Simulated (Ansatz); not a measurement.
Geometry optimisation, RKS B3LYP/def2-SVP in Ansatz 0.2.0.

The input (input.yaml):

```yaml
crystal:
  periodic: [false, false, false]
  atoms:
    - { symbol: Zr, position_ang: [-0.669481, 0.474444, -1.115839] }
    - { symbol: O, position_ang: [0.715293, -0.984391, 1.987433] }
    - { symbol: F, position_ang: [0.014613, -1.136056, -1.838079] }
    - { symbol: F, position_ang: [-2.397375, 0.173697, -0.409435] }
    - { symbol: F, position_ang: [-0.898239, 1.646729, -2.579133] }
    - { symbol: H, position_ang: [1.030792, -0.073676, 1.867782] }
    - { symbol: F, position_ang: [0.709898, 1.41857, 0.313001] }
    - { symbol: H, position_ang: [1.494498, -1.519219, 1.774171] }
basis:
  gaussian: { orbitals: def2-SVP }
hamiltonian:
  xc: b3lyp
relax:
  f_tol: 0.03
  max_steps: 50
output:
  orbitals: {}
```

Command:

```bash
$ ansatz run input.yaml --threads 2 --pin off --max-ram 3072MiB --backend cpu --events-out ev --progress --plain --runs-dir out
```

Q: Where does it end, and by what steps?

A: The forces met the threshold. After 11 steps the energy has fallen by 1.326 eV; H8 moved furthest, 0.88 Å. Joined: Zr1–O2 (3.70 → 2.38 Å).

```tsv
step	energy less start (eV)	largest force component (eV/Å)	accepted
0	0.0000	2.737	yes
1	-0.6223	0.960	yes
2	-0.7202	1.326	yes
3	-0.8536	1.189	yes
4	-1.0653	0.862	yes
5	-1.2362	0.989	yes
6	-1.2890	0.889	yes
7	-1.3091	0.866	yes
8	-1.3186	0.127	yes
9	-1.3187	0.127	yes
10	-1.3209	0.428	yes
11	-1.3255	0.016	yes
```

```xyz
8
Properties=species:S:1:pos:R:3
Zr -0.418 0.387 -0.702
O 0.445 -0.664 1.255
F 0.436 -1.187 -1.415
F -2.154 0.075 0.039
F -0.824 1.307 -2.328
H 1.045 -0.113 1.780
F 0.639 1.745 0.175
H 0.832 -1.550 1.197
```

Time of the run: 17 s on 2 threads of AMD EPYC 9R45 96-Core Processor (Zen 5), on a shared host, peak memory 0.27 GiB.
